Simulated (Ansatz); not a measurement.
`[NH2][Zr]([NH2])([NH2])[NH2]` at its PBE0-D4/def2-TZVP geometry, where that method's forces vanish. The species carries charge 0 and has multiplicity 1. Zr takes the def2 core potential.

```xyz
13

N    -0.8035   -1.5135   -1.1216
Zr    0.0001    0.0005   -0.0002
N    -1.1809    0.3550    1.6355
N     1.8770   -0.5558    0.6035
N     0.1069    1.7141   -1.1175
H    -1.7297   -1.9089   -1.0437
H    -0.2823   -2.0506   -1.8021
H    -0.9893    0.1052    2.5953
H    -2.0315    0.9019    1.6111
H     2.1185   -1.4885    0.9117
H     2.7212   -0.0021    0.5688
H     0.1992    2.6411   -0.7234
H    -0.0056    1.8016   -2.1174
```

Task: What forces (eV/Å) does ωB97M-V/def2-TZVPP give on these atoms in Ansatz? (Best estimate.)

Result: The calculation gave: 
```
N1  -0.012 -0.063 -0.031
Zr2  0.000 -0.002  0.002
N3  -0.037  0.033  0.054
N4   0.063 -0.032  0.005
N5  -0.014  0.065 -0.028
H6   0.022 -0.009 -0.025
H7  -0.037 -0.006  0.005
H8  -0.029  0.014 -0.011
H9   0.011 -0.017  0.030
H10  0.026  0.028  0.001
H11 -0.002 -0.032  0.015
H12  0.000 -0.004 -0.037
H13  0.009  0.027  0.019
```
